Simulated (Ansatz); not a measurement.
Isomers of CH8BGaSi, relaxed with PBE0-D4/def2-TZVP in Ansatz; electronic energies, one conformer each and not always the lowest. Functionals use def2-TZVPP; CBS adds triple-zeta CCSD(T) − MP2 to the MP2 limit of def2-TZVPP and def2-QZVPP.

Outer-core shells of Ga are correlated without core-valence functions. Scalar relativity is left out up to krypton. Spin–orbit coupling is left out.

**Question.** Order them by energy at frozen-core CCSD(T)/CBS, lowest first. (Best estimate.)
A. `[SiH3]B[CH2][GaH2]`
B. `C[B]([SiH3])[GaH2]`
C. `[BH2][GaH][SiH2]C`

**Answer.** A (0.0 kcal/mol), C (3.8 kcal/mol), B (9.2 kcal/mol).

**Question.** How do r2SCAN-D4, B2PLYP, HF/CBS(def2), PBE0-D4 place them (kcal/mol, against `[SiH3]B[CH2][GaH2]`)? (An estimate is asked.)

**Answer.** The calculation gave: 
```json
{"isomer": "`[BH2][GaH][SiH2]C`", "r2SCAN-D4": "3.9", "B2PLYP": "3.2", "HF/CBS(def2)": "0.6", "PBE0-D4": "3.8"}
{"isomer": "`C[B]([SiH3])[GaH2]`", "r2SCAN-D4": "8.1", "B2PLYP": "8.6", "HF/CBS(def2)": "6.9", "PBE0-D4": "8.0"}
```
